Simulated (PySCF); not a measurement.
## Telling isomers of C6H12OSi apart by NMR

- coordinates at the GFN2-xTB level
- GIAO PBE0/pcSseg-1 shieldings
- code: PySCF
- isolated molecule, relativity neglected, one conformer, averaged over atoms made equivalent by symmetry, fast rotation or ring inversion

References, each an isolated molecule treated in the same way: TMS for $^{1}$H (σ = 31.72 ppm) and $^{13}$C (σ = 186.93 ppm). Where no couplings were computed, multiplicities follow the n + 1 count of equivalent neighbours, and m marks all less simple cases (inequivalent or close neighbours, rings, F or P nearby). Shifts are as computed. Against solution values, carbons near 30 ppm lie about +3 ppm off and those near 130 ppm about +5 ppm. Of 1211 compounds with measured shifts, 218 miss one by over three times the rms of a fit or turn the order of signals round; such compounds aren't used in these exercises.

(1) Tabulate the signals of `CC(=O)/C=C/[SiH](C)C`, `CCC1=C[SiH2]CCO1` and their relative energies.

(2) What is the quickest way to tell CC(=O)/C=C/[SiH](C)C from CCC1=C[SiH2]CCO1?

## Answers

(1) 
```tsv
SMILES	carbon types	δC	δH	E rel. (kcal/mol)
CC(=O)/C=C/[SiH](C)C	1×C 2×CH 3×CH3	197.3, 155.8, 146.4, 33.7, -4.3	7.79 (m, 1H), 6.66 (d, 1H), 4.77 (m, 1H), 2.22 (s, 3H), 0.25 (d, 6H)	0.0
CCC1=C[SiH2]CCO1	1×C 1×CH 3×CH2 1×CH3	184.7, 84.1, 68.7, 38.4, 17.5, 7.6	4.41 (m, 2H), 4.37 (m, 1H), 4.37 (m, 2H), 2.11 (q, 2H), 1.16 (t, 3H), 0.88 (m, 2H)	8.2
```

Energies are electronic energies at PBE0/pcSseg-1 on these geometries, without zero-point or thermal terms, each for the one conformer computed, which needn't be the lowest.

(2) Count the carbon signals: 5 against 6. The first has a β carbon of a C=C–C=O unit (CH) at 155.8 ppm, the second a β carbon of an enol-ether or enamine type C=C (CH) at 84.1 ppm. Their most deshielded carbons lie at 197.3 and 184.7 ppm. In the proton spectra the most deshielded non-exchanging signals are 7.79 (m, 1H) and 4.41 (m, 2H).
